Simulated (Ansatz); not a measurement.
Reactions of CH3NOZn, SMILES `OC=[N][ZnH]`.

Gas-phase electronic energies from Ansatz, PBE0-D4/def2-TZVP geometries. CBS: MP2 limit from def2 TZ/QZ plus the TZ coupled-cluster correction, frozen cores. This one scheme is used for every species. Double bonds are as drawn, so ΔE can hold a change between cis and trans. DFT in def2-TZVPP. Elements past krypton have def2 core potentials. For In, Zn outer-core shells are correlated without core-valence functions, which leaves a few kJ/mol of doubt a bond. Scalar relativity is left out up to krypton. Each species was taken in one conformer, which may not be the lowest.

```csv
reaction,CCSD(T)/CBS(def2) (kcal/mol)
`O/C=[N]/[ZnH]` + `[OH][InH2]` → `[OH][InH][ZnH]` + `N=CO`,-10.8
`O/C=[N]/[ZnH]` + `C=C=C` → `C=C=[CH][ZnH]` + `N=CO`,4.0
`O/C=[N]/[ZnH]` + `C[SiH2]N` → `C[SiH2][NH][ZnH]` + `N=CO`,-3.5
`O/C=[N]/[ZnH]` + `CNC` → `C[N](C)[ZnH]` + `N=CO`,?
```

Question: Fill in the missing values. (An estimate is asked.)

Answer: Computed: `O/C=[N]/[ZnH]` + `CNC` → `C[N](C)[ZnH]` + `N=CO`: +4.0 kcal/mol.

Largest T1 diagnostic: 0.017, for `[OH][InH][ZnH]`.
